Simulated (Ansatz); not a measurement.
`PB1C[N]1[ZnH]`, charge 0, multiplicity 1.

Give a relaxed structure at PBE0-D4/def2-TZVP (Ansatz 0.2.0). (An estimate is asked.)

Ansatz gave: 
Cartesian coordinates in Å:
```
P 1.570 -0.207 -1.829
B 0.149 -0.205 -0.587
C -1.277 -0.572 -0.139
N -0.180 -0.027 0.724
Zn 0.073 0.396 2.474
H 0.867 0.390 -2.904
H 2.212 0.984 -1.404
H -2.119 0.093 -0.324
H -1.574 -1.603 0.052
H 0.280 0.751 3.937
```
This is one stationary point; other conformers may exist.
